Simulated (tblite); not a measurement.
ITl, charge -1, doublet, geometry from GFN2-xTB (such geometries of metal compounds can be far from the true shape) (a state made from the parent by changing its charge; the spin is typed, not shown lowest); GFN1-xTB (tblite 0.6.0).

Here is a job for tblite.
```
$ tblite run mol.xyz --method gfn1 --charge -1 --spin 1 --efield 0,0,0.1 --json tblite.json --no-restart

# file mol.xyz
2

Tl    -0.00000000    -0.00000000    -1.17686441
I      0.00000000     0.00000000     1.79860409
```

What the program printed (banner, timings and long lists left out):

```
xTB calculator
 | screened Coulomb repulsion
 | Coulomb electrostatics
 |  * isotropic Klopman-Ohno-Mataga-Nishimoto electrostatics
 |  * onsite third-order electrostatics
 | DFT-D3(BJ) dispersion correction
 | Interactions (1)
 | [1] electric field

halogen bonding energy    0.0000000000000E+00 Eh
repulsion energy          2.0339450646328E-03 Eh
dispersion energy        -4.8209001906902E-04 Eh
interaction energy        0.0000000000000E+00 Eh
number of electrons       1.1000000000000E+01 e
integral cutoff           3.0000519382712E+01 bohr

------------------------------------------------------------
  cycle        total energy    energy error   density error
------------------------------------------------------------
      1     -5.226762146490  -5.2283140E+00   7.0830420E-01
      2     -5.310305096730  -8.3542950E-02   2.2291408E-01
      3     -5.334804102973  -2.4499006E-02   7.7253701E-02
      4     -5.337393384994  -2.5892820E-03   6.7647542E-02
      5     -5.336736819314   6.5656568E-04   5.6795389E-02
      6     -5.337577950841  -8.4113153E-04   2.6619316E-02
      7     -5.337832689560  -2.5473872E-04   5.4466921E-04
      8     -5.337832785099  -9.5538512E-08   9.9420119E-05
      9     -5.337832787271  -2.1720332E-09   1.6622824E-05
------------------------------------------------------------

electronic energy        -5.3393846423164E+00 Eh
total energy             -5.3378327872708E+00 Eh

Post processing:
 | Mayer-Wiberg bond orders

[Info] JSON dump of results written to 'tblite.json'
```
